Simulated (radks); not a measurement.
Eu4+, configuration [Xe] 4f5 (the NIST ground configuration). Calculated with a radial shooting solver on a logarithmic mesh with Libxc functionals: Dirac Kohn-Sham, PBE, spin-unpolarised, spherical densities, finite nucleus; open shells fill j = l - 1/2 first; Fermi nuclear charge, rms radius 5.1115 fm.

Spin-orbit splittings of the eigenvalues, e(l+1/2) - e(l-1/2), with zeta = 2 splitting/(2l+1) and mean radii in bohr:

| shell | occ. | splitting (eV) | zeta (eV) | <r> j=l-1/2 | <r> j=l+1/2 |
|---|---|---|---|---|---|
| 2p | 6 | 647.9 | 431.9 | 0.07907 | 0.08581 |
| 3p | 6 | 132.0 | 88.02 | 0.2388 | 0.2517 |
| 3d | 10 | 28.71 | 11.49 | 0.2236 | 0.2276 |
| 4p | 6 | 29.43 | 19.62 | 0.5768 | 0.6055 |
| 4d | 10 | 5.335 | 2.134 | 0.6418 | 0.6518 |
| 4f | 5 | 0.7363 | 0.2104 | 0.8201 | 0.8281 |
| 5p | 6 | 4.646 | 3.098 | 1.446 | 1.520 |
